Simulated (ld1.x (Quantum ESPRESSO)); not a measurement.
Ranking TM potentials for Cu (Z = 29)

All share these settings but for the change named:

```
Element                 : Cu
Generator               : ld1.x (Quantum ESPRESSO) 7.5
Type                    : norm-conserving Troullier–Martins (Kleinman–Bylander form)
Functional              : PBEsol
Relativity              : scalar-relativistic
Frozen core             : [Ar]
Valence charge          : 11
Reference configuration : 3d9 4s2 4p0
Partial waves           : 4p (bound, empty): rc 3.45 bohr; 3d (bound): rc 1.45 bohr; 4f channel at 0.05 Ry: rc 3.00 bohr; 4s (bound): rc 2.00 bohr
Local potential         : the s channel
Core correction         : Bessel-smoothed model core inside 0.85 bohr
```

Test errors are all-electron minus pseudo excitation energies from the reference, over 3d10 4s1 4p0; 3d10 4s0 4p0; 3d9 4s0 4p0; 3d10 4s0 4p1; 3d10 4s0.5 4p0; 3d9 4s1 4p1; 3d7 4s0 4p0. None of these files shows a bound ghost.

The base gives 1878.2 meV.

Of 9 variants that were run, those that failed, showed a ghost or another fault, or gave nearly equal values are left out.

A variant can come out equal or close to the base, since the largest error may sit in a test that the change hardly touches while other tests move.

Question: Rank these variants by their largest absolute test error, smallest first.
A. wave 3d (bound): rc 1.45 bohr becomes 3d (bound): rc 1.84 bohr
B. wave 3d (bound): rc 1.45 bohr becomes 3d (bound): rc 1.70 bohr
C. wave 3d (bound): rc 1.45 bohr becomes 3d (bound): rc 0.98 bohr
D. wave 3d (bound): rc 1.45 bohr becomes 3d (bound): rc 1.36 bohr
E. wave 3d (bound): rc 1.45 bohr becomes 3d (bound): rc 1.56 bohr

Answer: A (1135.3 meV), B (1444.9 meV), E (1757.6 meV), D (2024.9 meV), C (2341.8 meV).
